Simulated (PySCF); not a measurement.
# InH: energy against distance

Set-up: PySCF, scalar-relativistic core potentials, basis sets In def2-SVP with ECP28, H def2-SVP. Energies in eV from In + H in their ground configurations at the same level. State: ¹Σ⁺ (singlet), closed shell.

All columns are LC-ωPBE. A positive dipole means In(−)H(+).

```csv
R (Å),E (eV),μ (D),Mulliken charge on In (basis-dependent),HOMO (eV),LUMO (eV),Mayer bond order,⟨S²⟩
1.603,-2.284,0.69,0.19,-7.82,0.24,0.94,0.00
1.678,-2.465,0.35,0.20,-7.89,0.23,0.94,0.00
1.752,-2.561,0.00,0.21,-7.94,0.22,0.93,0.00
1.808,-2.589,-0.27,0.21,-7.97,0.20,0.93,0.00
1.864,-2.588,-0.54,0.22,-8.00,0.18,0.93,0.00
1.920,-2.562,-0.81,0.23,-8.02,0.17,0.92,0.00
1.994,-2.498,-1.17,0.25,-8.02,0.14,0.92,0.00
2.088,-2.381,-1.63,0.26,-8.01,0.09,0.91,0.00
2.200,-2.203,-2.17,0.28,-7.97,0.04,0.91,0.00
2.349,-1.929,-2.88,0.30,-7.86,-0.05,0.90,0.00
```

A fit through these points gives, at Re = 1.833 Å, μ = -0.39 D and dμ/dR = -4.84 D/Å; the reduced mass is 0.9991 u.

Task: How strong is the fundamental in the double-harmonic approximation, I = 42.26·(dμ/dR)²/μred km/mol?

Result: I = 42.26·(-4.84)²/0.9991 = 991 km/mol at LC-ωPBE.

These are scalar-relativistic numbers at best; spin–orbit coupling would shift them, the dissociation energy most.
